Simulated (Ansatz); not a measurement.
`[CH3][Nb](=[O])([OH])[F]`, relaxed with RKS PBE-D4/def2-SVP in the Gaussian-basis code of Ansatz from a rough embedded geometry. The force threshold is 0.03 eV/Å; the program also tests the step.

The species carries charge 0 and has multiplicity 1. Nb takes the def2 core potential.

Start:

```xyz
9

C    -0.717   -0.782   -0.814
Nb    0.817    0.268    0.331
O     1.654   -0.950    1.335
O     0.046    1.652    1.524
F     2.110    1.127   -0.908
H    -1.571   -1.033   -0.184
H    -0.297   -1.634   -1.345
H    -1.102   -0.036   -1.627
H    -0.941    1.386    1.689
```

(1) How much energy does the relaxation release, and in how many steps? (An estimate is asked.)

(2) Which bonds change most? (An estimate is asked.)

(3) Give the relaxed structure. (An estimate is asked.)

## Answers

(1) The calculation gave: 0.86 eV, in 10 steps, 1 of them rejected.

(2) The calculation gave: Nb2–F5 from 1.986 to 1.888 Å; Nb2–O4 from 1.983 to 1.898 Å; Nb2–O3 from 1.787 to 1.713 Å; O4–H9 from 1.036 to 0.974 Å.

(3) The calculation gave: 
```xyz
9

C    -0.684   -0.774   -0.928
Nb    0.724    0.308    0.296
O     1.342   -0.880    1.365
O    -0.260    1.599    1.280
F     2.092    0.998   -0.808
H    -1.470   -1.253   -0.304
H    -0.157   -1.581   -1.482
H    -1.172   -0.094   -1.659
H    -0.415    1.678    2.239
```
